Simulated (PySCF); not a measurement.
Computed shifts of a molecule C4H6ClF, PBE0/pcSseg-1 run with PySCF, GIAO, gas phase, atoms alike by connectivity averaged where their shifts nearly agree, in ppm (number of nuclei): ¹⁹F: -174.5 (1). ¹³C: 112.7 (1), 23.0 (1), 9.2 (1), 5.7 (1). ¹H: 6.69 (1), 1.35 (1), 1.23 (1), 1.06 (1), 1.00 (1), 0.96 (1). References: ¹⁹F against CFCl3 (σ = 167.2 ppm); ¹³C against TMS (σ = 186.3 ppm); ³⁵Cl against HCl (σ = 945.9 ppm); ¹H against TMS (σ = 31.56 ppm), references at their B3LYP-D3(BJ)/def2-TZVP geometries, non-relativistic (without spin–orbit terms, shifts of atoms bonded to Cl or Br come out too high). The structure is a stationary point at r2SCAN-D4/def2-SVP. The values are those of a single conformer.

**Question.** Which structure fits?
A) CC/C(Cl)=C\F
B) C[C@]1(F)C[C@H]1Cl
C) C[C@@]1(Cl)C[C@@H]1F
D) F[C@H](Cl)C1CC1

**Answer.** D, F[C@H](Cl)C1CC1
